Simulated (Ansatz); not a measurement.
CH7OPSi, SMILES `OC[SiH2]P`, relaxed with RKS PBE-D4/def2-SVP in Ansatz from a rough embedded geometry. The force threshold is 0.03 eV/Å; the program also tests the step.

Total charge 0; spin multiplicity 1.

Start:

```xyz
11

O     0.210   -1.794    0.409
C     0.490   -0.550    0.973
Si    0.664    0.847   -0.229
P    -1.195    1.002   -1.491
H    -0.692   -1.842    0.049
H    -0.307   -0.328    1.713
H     1.409   -0.607    1.556
H     0.727    2.198    0.530
H     1.879    0.739   -1.081
H    -1.096   -0.393   -1.939
H    -2.090    0.729   -0.490
```

```csv
step,energy (eV),largest force (eV/Å),largest move (Å)
1,-20344.0337,1.987,0.000
2,-20344.1895,0.675,0.130
3,-20344.2679,0.240,0.149
4,-20344.2765,0.107,0.065
5,-20344.2795,0.105,0.072
6,-20344.2803,0.025,0.028
```

End:

```xyz
11

O     0.205   -1.802    0.391
C     0.479   -0.569    1.043
Si    0.629    0.887   -0.198
P    -1.190    0.969   -1.578
H    -0.642   -1.694   -0.082
H    -0.273   -0.311    1.832
H     1.449   -0.690    1.574
H     0.738    2.210    0.516
H     1.823    0.703   -1.095
H    -1.089   -0.437   -1.896
H    -2.129    0.734   -0.507
```

Hardware: 4 threads of an INTEL XEON PLATINUM 8581C on a shared host. Wall time 4.4 s, peak host memory 0.18 GiB.
